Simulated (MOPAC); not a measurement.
MOPAC input (PM6):

```
PM6 PRECISE GNORM=0.05 LET XYZ UHF MS=0.5 GEO-OK AUX(PRECISION=9) THREADS=1
H3BP

B     0.09430468 1   -0.35799188 1   -1.21042210 1
H    -0.60782282 1    0.07899554 1   -2.06759902 1
H     0.87309333 1   -1.22082555 1   -1.47607758 1
P    -0.13240901 1    0.18225991 1    0.57830281 1
H     1.24934115 1    0.19789069 1    0.92124490 1
```

Output:

```
 *******************************************************************************
 **                                                                           **
 **                              MOPAC v23.2.5                                **
 **                                                                           **
 *******************************************************************************
 ** MOPAC's Digital Object Identifier: https://doi.org/10.5281/zenodo.6511958 **
 **                                                                           **
 ** Please cite the open-source release paper for use of this MOPAC version:  **
 ** J. E. Moussa and J. J. P. Stewart (2026)                                  **
 ** MOPAC: An open-source semiempirical molecular orbital program             **
 ** J. Open Source Softw., 11(119), 8025, https://doi.org/10.21105/joss.08025 **
 *******************************************************************************

                              PM6 CALCULATION RESULTS

 *******************************************************************************
 *  PM6        - The PM6 Hamiltonian to be used
 *  GEO-OK     - OVERRIDE INTERATOMIC DISTANCE AND OTHER SAFETY CHECKS
 *  UHF        - UNRESTRICTED HARTREE-FOCK CALCULATION
 *  MS=        - IN MECI, MAGNETIC COMPONENT OF SPIN =  0.5
 *  LET        - OVERRIDE SOME SAFETY CHECKS
 *  PRECISE    - TIGHTER CRITERIA TO BE USED
 *  XYZ        - CARTESIAN COORDINATE SYSTEM TO BE USED
 *  GNORM      - EXIT WHEN GRADIENT NORM DROPS BELOW 0.050
 *  AUX        - OUTPUT AUXILIARY INFORMATION
 *******************************************************************************
PM6 PRECISE GNORM=0.05 LET XYZ UHF MS=0.5 GEO-OK AUX(PRECISION=9) THREADS=1
 H3BP

   ATOM   CHEMICAL          X               Y               Z
  NUMBER   SYMBOL      (ANGSTROMS)     (ANGSTROMS)     (ANGSTROMS)

     1       B          0.09430468  *  -0.35799188  *  -1.21042210  *
     2       H         -0.60782282  *   0.07899554  *  -2.06759902  *
     3       H          0.87309333  *  -1.22082555  *  -1.47607758  *
     4       P         -0.13240901  *   0.18225991  *   0.57830281  *
     5       H          1.24934115  *   0.19789069  *   0.92124490  *

          CARTESIAN COORDINATES

    NO.       ATOM           X           Y           Z

     1         B          0.0943     -0.3580     -1.2104
     2         H         -0.6078      0.0790     -2.0676
     3         H          0.8731     -1.2208     -1.4761
     4         P         -0.1324      0.1823      0.5783
     5         H          1.2493      0.1979      0.9212

 General Reference for PM6:
 "Optimization of Parameters for Semiempirical Methods V: Modification of NDDO Approximations
 and Application to 70 Elements", J. J. P. Stewart, J. Mol. Mod., 13, 1173-1213 (2007)
 URL: https://link.springer.com/article/10.1007/s00894-007-0233-4

           Empirical Formula: H3 B P  =     5 atoms

      MOLECULAR POINT GROUP   :   C1

          UHF CALCULATION, NO. OF ALPHA ELECTRONS =    6
                           NO. OF BETA  ELECTRONS =    5

          Geometry optimization using EF

          DIAGONAL MATRIX USED AS START HESSIAN

 CYCLE:     1  GRAD.:    85.272 HEAT:  78.10046
 CYCLE:     2  GRAD.:   117.574 HEAT:  80.05775
 CYCLE:     3  GRAD.:    69.237 HEAT:  77.73007
 CYCLE:     4  GRAD.:    72.669 HEAT:  75.40375
 CYCLE:     5  GRAD.:   109.722 HEAT:  78.21553
 CYCLE:     6  GRAD.:    76.146 HEAT:  75.45709
 CYCLE:     7  GRAD.:   152.806 HEAT:  82.09717
 CYCLE:     8  GRAD.:    16.365 HEAT:  73.34082
 CYCLE:     9  GRAD.:     6.136 HEAT:  73.22084
 CYCLE:    10  GRAD.:     2.320 HEAT:  73.18730
 CYCLE:    11  GRAD.:     3.129 HEAT:  73.15410
 CYCLE:    12  GRAD.:     4.269 HEAT:  73.10986
 CYCLE:    13  GRAD.:     2.964 HEAT:  73.08839
 CYCLE:    14  GRAD.:     2.945 HEAT:  73.05651
 CYCLE:    15  GRAD.:     3.428 HEAT:  73.03466
 CYCLE:    16  GRAD.:     4.826 HEAT:  72.99254
 CYCLE:    17  GRAD.:     1.750 HEAT:  72.98526
 CYCLE:    18  GRAD.:     0.551 HEAT:  72.98150
 CYCLE:    19  GRAD.:     0.519 HEAT:  72.98058
 CYCLE:    20  GRAD.:     0.314 HEAT:  72.98023
 CYCLE:    21  GRAD.:     0.104 HEAT:  72.98016
 CYCLE:    22  GRAD.:     0.017 HEAT:  72.98015

     GRADIENT =  0.01732 IS LESS THAN CUTOFF =  0.05000

 -------------------------------------------------------------------------------
 PM6 PRECISE GNORM=0.05 LET XYZ UHF MS=0.5 GEO-OK AUX(PRECISION=9) THREADS=1
 H3BP

     GEOMETRY OPTIMISED USING EIGENVECTOR FOLLOWING (EF).
     SCF FIELD WAS ACHIEVED

                              PM6 CALCULATION
                                                       MOPAC v23.2.5 Linux

          FINAL HEAT OF FORMATION =         72.98015 KCAL/MOL =     305.34893 KJ/MOL

          COSMO AREA              =         84.81 SQUARE ANGSTROMS
          COSMO VOLUME            =         67.46 CUBIC ANGSTROMS

          GRADIENT NORM           =          0.01732          =       0.00775 PER ATOM
          IONIZATION POTENTIAL    =          9.007376 EV
          ALPHA SOMO LUMO (EV)    =         -9.007 -0.764
          BETA  SOMO LUMO (EV)    =         -9.750 -1.180
          NO. OF ALPHA ELECTRONS  =          6
          NO. OF BETA  ELECTRONS  =          5
          MOLECULAR WEIGHT        =         44.8075         POINT GROUP:  C1

          MOLECULAR DIMENSIONS (Angstroms)

            Atom       Atom       Distance
            H     5    H     2     3.55368
            H     3    P     4     2.29958
            P     4    H     5     0.83677

          SCF CALCULATIONS        =         23

   ATOM   CHEMICAL          X               Y               Z
  NUMBER   SYMBOL      (ANGSTROMS)     (ANGSTROMS)     (ANGSTROMS)

     1       B          0.09266880  *  -0.39392170  *  -1.29272764  *
     2       H         -0.48059474  *   0.21137632  *  -2.13380018  *
     3       H          0.74797728  *  -1.34770865  *  -1.54638852  *
     4       P         -0.13174427  *   0.15161701  *   0.64474208  *
     5       H          1.24890150  *   0.47993180  *   0.95899355  *

                             CARTESIAN COORDINATES

   1    B        0.092668804    -0.393921700    -1.292727641
   2    H       -0.480594741     0.211376323    -2.133800179
   3    H        0.747977283    -1.347708653    -1.546388519
   4    P       -0.131744270     0.151617007     0.644742079
   5    H        1.248901499     0.479931796     0.958993546

           Empirical Formula: H3 B P  =     5 atoms

      MOLECULAR POINT GROUP   :   C1

          ALPHA EIGENVALUES
 -20.10167 -17.14136 -12.94154 -12.28215 -10.15266  -9.00738  -0.76372   1.58262
   4.15445   4.40376   5.53438 137.88076 137.96584 138.21112 138.62156 138.95337

           BETA EIGENVALUES
 -19.69575 -16.96970 -12.63374 -12.05446  -9.74988  -1.17986  -0.19126   1.78726
   4.33703   4.53034   5.58716 138.73869 138.77894 138.99247 139.08794 139.17810

              NET ATOMIC CHARGES AND DIPOLE CONTRIBUTIONS

  ATOM NO.   TYPE          CHARGE      No. of ELECS.   s-Pop       p-Pop       d-Pop
    1          B          -0.098603        3.0986     1.20011     1.89849
    2          H           0.053407        0.9466     0.94659
    3          H           0.048014        0.9520     0.95199
    4          P          -0.044198        5.0442     1.77063     3.26520     0.00837
    5          H           0.041379        0.9586     0.95862
 DIPOLE           X         Y         Z       TOTAL
 POINT-CHG.     0.282    -0.007    -0.238     0.369
 HYBRID         1.259     0.075    -0.666     1.426
 SUM            1.540     0.069    -0.904     1.788

          ATOMIC ORBITAL ELECTRON POPULATIONS

     Atom    s        px        py        pz      x^2-y^2     xz        z^2       yz        xy
    1  B   1.20011   0.38447   0.64930   0.86473
    2  H   0.94659
    3  H   0.95199
    4  P   1.77063   1.16998   0.99663   1.09858   0.00187   0.00103   0.00349   0.00143   0.00055
    5  H   0.95862

                    (SZ)    =    0.500000
                    (S**2)  =    0.753525

          ATOMIC ORBITAL SPIN POPULATIONS

    Atom   Total    s     px     py     pz   x^2-y^2  xz     z^2    yz     xy
         Atomic
    1  B -0.0281 -0.011  0.037 -0.025 -0.029
    2  H  0.0146  0.015
    3  H  0.0165  0.016
    4  P  1.0220  0.011  0.061  0.855  0.095 -0.000  0.000 -0.000 -0.000 -0.000
    5  H -0.0250 -0.025

 **********************
 *                    *
 * JOB ENDED NORMALLY *
 *                    *
 **********************

 == MOPAC DONE ==
```

The geometry given is a B3LYP-D3(BJ)/def2-TZVP minimum.
